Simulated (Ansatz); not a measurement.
```yaml
crystal:
  periodic: [false, false, false]
  atoms:
    - {symbol: N, position_ang: [-1.049649, 0.718438, -0.930375]}
    - {symbol: Ga, position_ang: [0.193172, 0.505738, 0.376407]}
    - {symbol: N, position_ang: [0.884644, -1.158503, 0.598436]}
    - {symbol: H, position_ang: [-1.406579, -0.023964, -1.505982]}
    - {symbol: H, position_ang: [-1.523115, 1.587518, -1.102280]}
    - {symbol: H, position_ang: [0.647470, 1.696838, 1.264136]}
    - {symbol: H, position_ang: [1.604277, -1.370520, 1.266378]}
    - {symbol: H, position_ang: [0.649790, -1.955546, 0.033280]}
basis:
  gaussian: {orbitals: cc-pVTZ-DK}
hamiltonian: {xc: {name: HF}}
correlation: {method: mp2, frozen_orbitals: {N: 0}}
output: {forces: true}
```

```sh
$ ansatz run in.yaml --threads 2 --pin off --events-out ev --progress --plain --max-ram 22528MiB --backend cpu
```

(1) How does Ansatz answer? (Estimate.)

## Answers

(1) Ansatz gave: The program refused the input.
```
Functional definition: HF
  name "HF"
  cite "Fock, Z. Phys. 61, 126 (1930) doi:10.1007/BF01340294"
  parent pbe
  exchange = exact_x
  correlation = 0
Error: "frozen_orbitals" has no count for Ga
```
